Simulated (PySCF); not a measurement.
GeH2FBr, SMILES [F][GeH2][Br].

Geometry: TPSSh-D3(BJ)/def2-SVP.

Calculation: CAM-B3LYP/def2-TZVPD run with PySCF.

Symmetry labels are those of the subgroup Cs that the program uses (full group Cs).

Computed valence orbital energies around the gap with their symmetry:
```tsv
orbital	symmetry	energy (eV)
HOMO−7	A'	-17.94
HOMO−6	A'	-14.10
HOMO−5	A"	-13.97
HOMO−4	A'	-13.70
HOMO−3	A"	-11.97
HOMO−2	A'	-11.54
HOMO−1	A'	-10.24
HOMO	A"	-10.02
LUMO	A'	-0.08
LUMO+1	A'	0.35
LUMO+2	A'	0.73
LUMO+3	A'	1.38
```
